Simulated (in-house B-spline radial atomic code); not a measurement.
PBEsol excitations of Al³⁺

Method: PBEsol. Computed with an all-electron radial atomic-structure program (B-spline basis): linear response of the closed shell [He] 2s2 2p6 with the functional's adiabatic kernel; scalar-relativistic (spin-free one-electron X2C), finite nucleus, no spin-orbit coupling, no double excitations, S, P, D and F terms only. Only terms of natural parity with L up to 3 were computed.

Command:
```bash
python run_td.py task.json out
```
Settings (radii: box in bohr, nucleus in fm):
```
Z                        13
electrons                10
configuration            [He] 2s2 2p6
hamiltonian              x2c
method                   pbesol
box_radius               23.08
rms_radius               3.061
intervals                74
```

Cost of the run: 0.4 s on 1 thread of Arm Neoverse N1 (shared host).

The lowest states, in the order of their Tamm-Dancoff energies; the method's threshold (minus the highest occupied level) is 103.95 eV. Labels give the largest channel, * marks a mixed state, and oscillator strengths are full-response dipole values. Semilocal kernels can invert the small singlet-triplet splittings of Rydberg terms. Energies in eV:

```tsv
state	full response	Tamm-Dancoff	oscillator strength
2p → 3s 3P	71.14	71.15	-
2p → 3s 1P	71.90	71.92	0.196
2p → 3p 3S	77.81	77.84	-
2p → 3p 3D	?	?	-
2p → 3p 1D	78.99	78.99	-
2p → 3p 1S	82.03	82.34	-
2p → 3d 3P	87.46	87.46	-
2p → 3d 3F	87.57	87.58	-
2p → 3d 1F	87.74	87.74	-
2p → 3d 1P	88.35	88.39	0.527
2p → 4s 3P	90.24	90.24	-
2p → 4s 1P	90.42	90.42	0.0308
2p → 4p 3S	92.29	92.29	-
2p → 4p 3D	92.44	92.44	-
2p → 4p 1D	92.58	92.58	-
2p → 4p 1S	?	?	-
2p → 4d 3P	95.27	95.27	-
2p → 4d 3F	95.30	95.30	-
2p → 4d 1F	95.36	95.36	-
2p → 4d 1P	95.62	95.63	0.19
2p → 4f 3D	96.13	96.13	-
2p → 4f 1D	96.13	96.13	-
```

Question: Where does 2p → 3p 3D lie?

Answer: At 78.47 eV in full response, 78.48 eV in Tamm-Dancoff.

Question: Where does 2p → 4p 1S lie?

Answer: At 93.44 eV in full response, 93.53 eV in Tamm-Dancoff.

Question: How large is the singlet-triplet splitting of 2p → 3s (P terms) in Tamm-Dancoff?

Answer: 0.769 eV, from the unrounded values.

Question: What polarisabilities and dispersion coefficient does the method give?

Answer: Dipole 0.283 bohr³, quadrupole 0.243 bohr⁵, C6 0.2649 hartree·bohr⁶ for two such species.
